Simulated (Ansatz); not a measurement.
`OB[TeH]` and `CB[TeH]` differ in one atom or group.

Ansatz, PBE0-D4/def2-TZVP geometries, multiplicity 1. Each molecule was computed in one conformer, which needn't be the lowest.

Elements past krypton have def2 core potentials.  Spin–orbit coupling is left out; it splits and shifts lone-pair levels of the heavy atoms by tenths of an eV.

```json
{"property": "LUMO energy (PBE/def2-TZVPP) / eV", "`OB[TeH]`": "-1.54"}
{"property": "HOMO–LUMO gap (ωB97M-V/def2-TZVPP) / eV", "`OB[TeH]`": "9.82"}
{"property": "HOMO energy (PBE0/def2-TZVPP) / eV", "`OB[TeH]`": "-6.75"}
{"property": "HOMO energy (B3LYP/def2-TZVPP) / eV", "`OB[TeH]`": "-6.53"}
{"property": "size of the dipole moment (B3LYP/def2-TZVPP) / D", "`OB[TeH]`": "1.09"}
{"property": "HOMO energy (PBE/def2-TZVPP) / eV", "`OB[TeH]`": "-5.74"}
```

(1) Give the same properties after the change, and the shifts. (An estimate is asked.)

Results:

(1) The calculation gave: 
| property | `CB[TeH]` | shift |
| --- | --- | --- |
| LUMO energy (PBE/def2-TZVPP) / eV | -2.08 | -0.54 |
| HOMO–LUMO gap (ωB97M-V/def2-TZVPP) / eV | 9.64 | -0.18 |
| HOMO energy (PBE0/def2-TZVPP) / eV | -6.90 | -0.15 |
| HOMO energy (B3LYP/def2-TZVPP) / eV | -6.68 | -0.15 |
| size of the dipole moment (B3LYP/def2-TZVPP) / D | 0.74 | -0.35 |
| HOMO energy (PBE/def2-TZVPP) / eV | -5.95 | -0.21 |

With PBE0 the HOMO falls by 0.15 eV and the LUMO falls by 0.49 eV, so the gap narrows by about 0.34 eV. PBE moves the HOMO by -0.21 eV and ωB97M-V by -0.13 eV. The zero-point energy changes by 56.0 kJ/mol with +6 modes. Dipoles are sizes alone; their direction can turn.

B3LYP here is the variant with VWN-RPA as its local correlation; programs differ in this.
